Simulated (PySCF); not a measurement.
H₆O₇Si₂, charge +1, doublet, geometry from GFN2-xTB (a state made from the parent by changing its charge; the spin is typed, not shown lowest). Base run: DF-B3LYP/6-31G run with PySCF.

Input for PySCF:
```python
from pyscf import gto, scf, dft

mol = gto.M(
    atom='''
O     2.41966445    0.54915492    1.01634452
Si    1.48191774   -0.57204244    0.34690024
O     2.03260469   -1.04435286   -1.09021570
O     1.25150703   -1.81904426    1.33614288
O     0.02661772    0.12019069    0.08958886
Si   -1.47780590    0.59064918   -0.33319711
O    -1.30736670    1.79681927   -1.38411950
O    -2.20575138   -0.68591695   -0.98988622
O    -2.22027904    1.06800434    1.01014567
H     2.93417376    1.20192621    0.54228766
H     1.95468479   -1.92615436   -1.45393622
H     1.29122476   -1.77906642    2.29158328
H    -1.25510346    1.70767692   -2.33541225
H    -2.78545595   -1.29040763   -0.52660267
H    -2.17306407    1.94669000    1.38623266
''',
    basis='6-31g',
    charge=1,
    spin=1,
    verbose=4,
)

mf = dft.UKS(mol)
mf.xc = 'b3lyp'
mf = mf.density_fit(auxbasis='def2-universal-jkfit')
mf.kernel()
```

Variants of this job, named by their change:

| change | basis functions | E (Eh) | HOMO (eV) | core-seconds (rough) |
|---|---|---|---|---|
| base | 101 | -1108.81713 | -13.37 | 30 |
| basis = STO-3G | 59 | -1094.92990 | -9.08 | 20 |
| basis = LANL2DZ | 91 | -537.83364 | -13.53 | 30 |
| basis = pcseg-0 | 101 | -1106.95816 | -13.16 | 40 |
| basis = 3-21G | 101 | -1103.17331 | -12.67 | 30 |
| basis = def2-SV(P) | 146 | -1108.56071 | -13.04 | 40 |
| basis = def2-SVP | 164 | -1108.61868 | -13.01 | 40 |
| basis = pc-1 | 164 | -1109.13216 | -13.26 | 50 |
| basis = pcseg-1 | 164 | -1109.09033 | -13.33 | 60 |
| basis = 6-31+G* | 182 | -1109.17139 | -13.29 | 50 |
| basis = 6-311G** | 214 | -1109.40298 | -13.17 | 60 |
| basis = 6-311++G** | 256 | -1109.42134 | -13.37 | 70 |
| basis = def2-SVPD | 257 | -1108.68399 | -13.40 | 70 |

Totals compare only among sets that treat the same electrons; sets with core potentials leave the core out.

Open shells are given as the SCF converged; they aren't shown to be the lowest states, and a large step between rows can be another state.
